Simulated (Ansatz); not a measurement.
Start from `OC[SiH2]O` and change one atom or group to get `OC[SiH2][AsH2]`.

Ansatz, PBE0-D4/def2-TZVP geometries, multiplicity 1. Each molecule was computed in one conformer, which needn't be the lowest.

Scalar relativity is left out up to krypton.

```tsv
property	`OC[SiH2]O`
LUMO energy (PBE0/def2-TZVPP) / eV	-0.01
LUMO energy (B3LYP/def2-TZVPP) / eV	-0.32
HOMO–LUMO gap (PBE/def2-TZVPP) / eV	5.04
LUMO energy (ωB97M-V/def2-TZVPP) / eV	1.58
size of the dipole moment (B3LYP/def2-TZVPP) / D	2.45
HOMO–LUMO gap (ωB97M-V/def2-TZVPP) / eV	11.39
```

Question: What does the change do to each property? (An estimate is asked.)

Answer: Computed: 
```json
{"property": "LUMO energy (PBE0/def2-TZVPP) / eV", "`OC[SiH2][AsH2]`": "0.44", "shift": "0.45"}
{"property": "LUMO energy (B3LYP/def2-TZVPP) / eV", "`OC[SiH2][AsH2]`": "0.16", "shift": "0.48"}
{"property": "HOMO–LUMO gap (PBE/def2-TZVPP) / eV", "`OC[SiH2][AsH2]`": "5.78", "shift": "0.74"}
{"property": "LUMO energy (ωB97M-V/def2-TZVPP) / eV", "`OC[SiH2][AsH2]`": "2.03", "shift": "0.45"}
{"property": "size of the dipole moment (B3LYP/def2-TZVPP) / D", "`OC[SiH2][AsH2]`": "2.24", "shift": "-0.21"}
{"property": "HOMO–LUMO gap (ωB97M-V/def2-TZVPP) / eV", "`OC[SiH2][AsH2]`": "11.38", "shift": "-0.01"}
```

With PBE0 the HOMO rises by 0.19 eV and the LUMO rises by 0.45 eV, so the gap widens by about 0.26 eV. PBE moves the HOMO by -0.27 eV and ωB97M-V by 0.47 eV. The zero-point energy changes by 4.4 kJ/mol with +3 modes. Dipoles are sizes alone; their direction can turn.

B3LYP here is the variant with VWN-RPA as its local correlation; programs differ in this.
